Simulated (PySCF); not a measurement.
Precursor series Ta OH-NH2. All species are isolated molecules in the gas phase. One relaxed conformer stands for each flexible species; it need not be the lowest.

The numbers are results of TPSSh-D3(BJ)/def2-TZVP // BP86-D3(BJ)/def2-SVP in PySCF 2.14.0, not measurements. 

```
species                                      mean distance from the central atom to its bonded neighbours (Å)  HOMO (eV)  coordination number  HOMO–LUMO gap (eV)
-------------------------------------------  ----------------------------------------------------------------  ---------  -------------------  ------------------
0 of 5 OH replaced by NH2 ([Ta(OH)5])                                                                   1.940      -7.65                    5                6.25
2 of 5 OH replaced by NH2 ([Ta(OH)3(NH2)2])                                                             1.970      -6.10                    …                4.98
3 of 5 OH replaced by NH2 ([Ta(OH)2(NH2)3])                                                                 …      -5.99                    5                5.17
4 of 5 OH replaced by NH2 ([Ta(OH)(NH2)4])                                                              2.007          …                    …                4.73
```

Task: Fill in the missing entries.

Result: 
- 2 of 5 OH replaced by NH2 ([Ta(OH)3(NH2)2]), coordination number: 5
- 3 of 5 OH replaced by NH2 ([Ta(OH)2(NH2)3]), mean distance from the central atom to its bonded neighbours (Å): 1.989
- 4 of 5 OH replaced by NH2 ([Ta(OH)(NH2)4]), HOMO (eV): -5.72
- 4 of 5 OH replaced by NH2 ([Ta(OH)(NH2)4]), coordination number: 5
